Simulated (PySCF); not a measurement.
C4H11NSi.
Numbering: `[CH3:1][NH:2][C@@H:3]1[CH2:4][CH2:5][SiH2:6]1` (hydrogens: H7, H8, H9 on C1; H10 on N2; H11 on C3; H12, H13 on C4; H14, H15 on C5; H16, H17 on Si6)

Computed, not measured: PBE0-D3(BJ)/def2-SVP geometry optimisation, gas phase (PySCF).

Problem. What internal coordinates does the optimisation give?

Solution. 
```
        bond  length (Å)   order
       C1–N2       1.440  single
       N2–C3       1.448  single
       C3–C4       1.549  single
       C4–C5       1.550  single
      C5–Si6       1.894  single
      C3–Si6       1.915  single
C1–H7, C1–H9       1.102  single
       C1–H8       1.112  single
      N2–H10       1.019  single
      C3–H11       1.110  single
      C4–H12       1.102  single
      C4–H13       1.106  single
      C5–H14       1.099  single
      C5–H15       1.099  single
     Si6–H16       1.496  single
     Si6–H17       1.498  single
```

Bonds in one row agree within 0.01 Å and their mean is given. Orders are formal, as drawn. A selection of angles:
```
      angle  degrees
   N2–C1–H7    109.8
   N2–C1–H8    114.4
   H7–C1–H8    106.9
   C1–N2–C3    114.5
  C1–N2–H10    110.3
  C3–N2–H10    110.0
   N2–C3–C4    109.8
  N2–C3–Si6    107.4
  N2–C3–H11    114.1
  C4–C3–Si6     85.5
  C4–C3–H11    114.3
 Si6–C3–H11    122.2
   C3–C4–C5    101.6
  C3–C4–H12    109.2
  C3–C4–H13    113.4
  C5–C4–H12    110.3
  C5–C4–H13    115.3
 H12–C4–H13    106.9
  C4–C5–Si6     86.1
  C4–C5–H14    116.3
  C4–C5–H15    111.3
 Si6–C5–H14    121.2
 Si6–C5–H15    111.0
 H14–C5–H15    109.2
 C5–Si6–H16    121.2
 C5–Si6–H17    112.8
  C3–Si6–C5     78.2
 C3–Si6–H16    119.1
 C3–Si6–H17    114.2
H16–Si6–H17    108.8
```

Torsions: C1–N2–C3–C4 178° (antiperiplanar); N2–C3–C4–C5 -83° (synclinal); C3–C4–C5–Si6 -25° (synperiplanar); C4–C5–Si6–C3 20° (synperiplanar); N2–C3–Si6–C5 90°.

Si6 (SiH2 silicon) has angles from 78.2° to 121.2°. The 4-membered ring C3–C4–C5–Si6 has internal angles of 78.2° to 101.6° (sum 351°, against 360° for a flat polygon); it is puckered, 0.16 Å rms from its mean plane, widest ring torsion 25°. Of the pairs four or more bonds apart, Si6···H7 is among the closest relative to their van der Waals radii: 3.05 Å, 92 % of the sum of Bondi's values. N2 (secondary amine nitrogen) is pyramidal (angles 114.5°, 110.3° and 110.0°, sum 334.9°, 0.38 Å off the plane of its three neighbours). The 2 C–Si bonds span 1.894 Å (C5–Si6, drawn single) to 1.915 Å (C3–Si6, drawn single), a spread of 0.021 Å.

Point group: C1 (no symmetry element, even within 0.4 Å). PBE0-D3(BJ)/def2-SVP frequencies: not computed here. One conformer, not necessarily the lowest.
